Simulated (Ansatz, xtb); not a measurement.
## Two isomers of C4H5BrOSi

Structure a is `OC1=C[SiH](Br)C=C1`, a singlet and structure b is `O[Si]1(Br)C=CC=C1`, a singlet. Both are isolated molecules in the gas phase, relaxed with PBE0-D3(BJ)/def2-SVP; the shapes shown needn't be the lowest conformers.

a (Å):

| atom | x (Å) | y (Å) | z (Å) |
| --- | --- | --- | --- |
| C | 0.4510 | 0.5540 | 1.2586 |
| C | 0.2390 | 1.3733 | 0.1992 |
| C | 1.2877 | -1.0820 | -0.2986 |
| C | 1.0248 | -0.7922 | 0.9870 |
| Br | 2.4899 | 1.3302 | -2.3905 |
| O | 0.2103 | 0.7962 | 2.5529 |
| Si | 0.7678 | 0.4218 | -1.2906 |
| H | -0.1487 | 1.6866 | 2.6479 |
| H | -0.1699 | 2.3808 | 0.2904 |
| H | -0.2788 | 0.1610 | -2.3176 |
| H | 1.7163 | -2.0332 | -0.6183 |
| H | 1.2019 | -1.4578 | 1.8383 |

b (Å):

```csv
atom,x (Å),y (Å),z (Å)
C,1.5597,1.4010,-0.0071
C,1.3236,0.7867,-1.1820
C,0.4381,-0.4111,-1.1615
C,-0.0567,-0.7920,0.0318
Br,-1.1042,1.6115,2.1355
O,1.5488,-0.0985,2.5040
Si,0.5979,0.4472,1.2657
H,1.1063,-0.4827,3.2669
H,2.1873,2.2874,0.0913
H,1.7441,1.1242,-2.1356
H,0.2154,-0.9270,-2.1020
H,-0.7285,-1.6433,0.1521
```

Question: Estimate which is lower in electronic energy at CCSD(T)/def2-SVP + ΔMP2/def2-TZVPP, and by roughly how much.

Answer: The CCSD(T)/def2-SVP + ΔMP2/def2-TZVPP calculation puts structure b lower, by 33.4 kcal/mol.

How the difference moves with the method:

```
                             level              geometry  E(b) − E(a) (kcal/mol)  departure from the last row (kcal/mol)  job, with rough time for the two
                          GFN2-xTB              GFN2-xTB                     −19.3                                   +14.0              optimisation, 0.16 s
                         HF/STO-3G              GFN2-xTB                      −8.1                                   +25.3              single point, 0.74 s
                r2SCAN-D4/def2-SVP              GFN2-xTB                     −24.9                                    +8.5               single point, 7.2 s
              PBE0-D3(BJ)/def2-SVP  PBE0-D3(BJ)/def2-SVP                     −24.5                                    +8.9                optimisation, 63 s
                       HF/def2-SVP  PBE0-D3(BJ)/def2-SVP                     −28.2                                    +5.1           part of the CCSD(T) run
                      MP2/def2-SVP  PBE0-D3(BJ)/def2-SVP                     −28.6                                    +4.7           part of the CCSD(T) run
                  CCSD(T)/def2-SVP  PBE0-D3(BJ)/def2-SVP                     −27.6                                    +5.8                      single point
CCSD(T)/def2-SVP + ΔMP2/def2-TZVPP  PBE0-D3(BJ)/def2-SVP                     −33.4                                                     single point, 2.3 min
```

As drawn, b has 1 O–Si, 1 C–H in place of 1 C–O, 1 Si–H.

None of the levels shown reverses the order. The largest departure from CCSD(T)/def2-SVP + ΔMP2/def2-TZVPP is that of HF/STO-3G, 25.3 kcal/mol. The last row adds to CCSD(T) the change of the MP2 difference between the two basis sets, here −5.8 kcal/mol, a large step that makes the value less sure.

With thermal terms from frequencies at re-optimised GFN2-xTB minima (ideal gas, soft modes damped towards free rotors, one conformer each, 298.15 K, 1 atm): on the last row, ΔE + ΔZPE = −32.6, ΔH = −32.2, ΔG = −32.9 kcal/mol.

The correlated steps freeze 19 core orbitals; the filled d shell of Br is correlated, in a basis made for valence electrons. Codes used: Ansatz 0.2.0, xtb 6.7.1; the last row on 2 threads of Arm Neoverse V2 on a shared host.
